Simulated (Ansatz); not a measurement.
`CN[SiH2][GaH2]` + arsine → `[GaH2][AsH2]` + `CN[SiH3]` at 400 K and 1 bar (cleavage of the Ga–Si bond).

Gas-phase electronic energies from Ansatz, PBE0-D4/def2-TZVP geometries. CCSD(T)/CBS is the MP2 limit (def2-TZVPP, def2-QZVPP) plus CCSD(T) − MP2 in def2-TZVPP, frozen cores. For As, Ga outer-core shells are correlated without core-valence functions, which leaves a few kJ/mol of doubt a bond. Scalar relativity is left out up to krypton. One conformer a species, not always the lowest.

| species | CCSD(T)/CBS energy (Eh) | H − E (kJ/mol) | S (J/(mol·K)) |
| --- | --- | --- | --- |
| `CN[SiH2][GaH2]` | -2310.57822 | 259.2 | 412.7 |
| `[AsH3]` | -2236.79077 | 72.0 | 234.9 |
| `[GaH2][AsH2]` | -4161.33979 | 98.7 | 326.6 |
| `CN[SiH3]` | -386.04948 | 233.7 | 327.3 |

H − E and S are ideal-gas, rigid-rotor, harmonic terms from PBE0-D4/def2-TZVP, for one conformer and one mirror image of each species. 1 Eh = 2625.50 kJ/mol, R = 8.31446 J/(mol·K).

Q: By hand: ΔE, ΔH, ΔS and ΔG.

A: ΔE = (-4161.33979) + (-386.04948) − (-2310.57822) − (-2236.79077) = -0.02028 Eh = -53.2 kJ/mol. Δ(H − E) = 98.7 + 233.7 − 259.2 − 72.0 = 1.2, so ΔH = -52.0 kJ/mol. ΔS = 326.6 + 327.3 − 412.7 − 234.9 = 6.3 J/(mol·K). ΔG = -52.0 − 400 × (6.3)/1000 = -54.5 kJ/mol.

Q: By hand: the equilibrium constant, and the temperature at which ΔG would vanish if ΔH and ΔS stayed fixed.

A: log₁₀ K = −ΔG/(RT ln 10) = 7.1. ΔH and −TΔS have one sign here, so there is no such temperature.

The number of gas molecules stays the same, so ΔS is small and ΔH decides. A doubt of 5 kJ/mol in ΔE shifts log₁₀ K by 0.7 here. Other conformers and mirror images would add mixing entropy, several J/(mol·K) or more a flexible species. These are equilibria of isolated gas molecules and say nothing of rates. Largest T1 diagnostic: 0.012 (customary marks: 0.02 for closed shells, 0.045 for open ones).

ΔS is within the doubt of such terms, so its sign, and with it that verdict, could turn.
